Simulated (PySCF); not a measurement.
Input for PySCF: R-MP2/6-31G* on CH5BOSe (SMILES COB[SeH]), a point of a torsion scan.

```python
from pyscf import gto, scf, dft, mp
from pyscf.data.elements import chemcore

mol = gto.M(
    atom='''
    C    -1.00855987   -0.66770883    0.07651799
    O    -1.15836430   -0.45067096   -1.30824418
    B    -0.48132843   -1.07886165   -2.26108495
    Se   -0.94050746   -0.53618384   -4.04796216
    H     0.01516031   -0.45265742    0.39088120
    H    -1.24718481   -1.70280651    0.33095850
    H    -1.69727451    0.00301702    0.59079402
    H     0.33884605   -1.90276176   -2.09421568
    H    -1.93235190    0.43169762   -3.67381697
    ''',
    basis='6-31g*',
    cart=True,
    charge=0, spin=0, verbose=3, max_memory=1800)
mf = scf.RHF(mol)
mf.conv_tol = 1e-8
mf.max_cycle = 100
mf.kernel()
if not mf.converged:
    mf = mf.newton().run(mf.mo_coeff, mf.mo_occ)
pt = mp.MP2(mf, frozen=chemcore(mol)).run()
```

It printed:

```
converged SCF energy = -2539.91939975522
E(RMP2) = -2540.56542423413  E_corr = -0.646024478913496
E(SCS-RMP2) = -2540.53888648596  E_corr = -0.619486730741608
```

Self-consistency was reached.

Cost: very roughly 2.8 core-seconds.
